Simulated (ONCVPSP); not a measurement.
**Sb: one change to an ONCV potential, before and after**

- Element: antimony (Sb)
- Generator: ONCVPSP 4.0.1
- Type: optimised norm-conserving Vanderbilt (ONCV)
- Functional: PBEsol
- Relativity: scalar-relativistic
- Frozen core: [Ar] 3d10
- Valence charge: 23
- Reference configuration: 4s2 4p6 4d10 5s1.5 5p3.5
- Partial waves: 4s+5s: rc 1.40 bohr, ncon 3, nbas 6, qcut 7.1 1/bohr, 2 projectors; 4p+5p: rc 1.30 bohr, ncon 4, nbas 7, qcut 9 1/bohr, 2 projectors; 4d: rc 1.30 bohr, ncon 4, nbas 9, qcut 14 1/bohr, local
- Local potential: the d channel
- Core correction: none

All-electron outer shells of the reference configuration (PBEsol, scalar-relativistic, ld1.x):

```tsv
shell	level (eV)	outermost node (bohr)	outermost maximum (bohr)
3p	-750.80	0.13	0.29
3d	-516.57	–	0.24
4s	-149.36	0.39	0.73
4p	-102.37	0.39	0.76
4d	-34.16	0.38	0.84
5s	-13.28	0.95	1.88
5p	-5.14	1.04	2.32
```

Change: core correction Teter function, fcfact 4.5, rcfact 1.4.

Cutoffs: the cutoffs (Ha) at which the residual kinetic energy of the hardest occupied pseudo-wave falls to 1 and 0.1 mHa per electron; they do not see the model core or the augmentation charge, which bear on the density cutoff. Errors are all-electron minus pseudo energies relative to the spin-unpolarised reference configuration.

Problem. Predict the effect on cutoff, ghosts and configuration errors.

Solution. The potential gets neither clearly harder nor softer (52 Ha and 63 Ha → 52 Ha and 63 Ha); of the 4 tests that both files solve, the error grows in 3 and shrinks in 0 by more than 15 % and 0.3 meV (median size 1.0 → 1.4 meV); neither file shows a bound ghost. A model core, the more so a compact one, raises the density cutoff, which this test does not measure.

| quantity | base | changed |
| --- | --- | --- |
| cutoff, loose | 52 Ha | 52 Ha |
| cutoff, tight | 63 Ha | 63 Ha |
| bound ghosts | none | none |
| GHOST(+) flags under 300 eV | s at 211.0 eV | s at 211.0 eV |
| error for 4s2 4p6 4d10 5s2 5p3, meV [ΔE -4.04 eV] | 0.0 | -0.3 |
| error for 4s2 4p6 4d10 5s2 5p2, meV [ΔE 4.30 eV] | -1.5 | -1.9 |
| error for 4s2 4p6 4d10 5s2 5p1, meV [ΔE 20.31 eV] | -4.4 | -5.1 |
| error for 4s2 4p6 4d10 5s2 5p2.5, meV [ΔE -0.77 eV] | -0.6 | -0.9 |
| s: phases at 1.42 bohr within 0.05 rad from the reference energy up to (Ha; the scan ends near 5) | to the end of the scan | to the end of the scan |
| p: phases at 1.32 bohr within 0.05 rad from the reference energy up to (Ha; the scan ends near 5) | to the end of the scan | to the end of the scan |
| d: phases at 1.32 bohr within 0.05 rad from the reference energy up to (Ha; the scan ends near 5) | 4.2 | 4.2 |
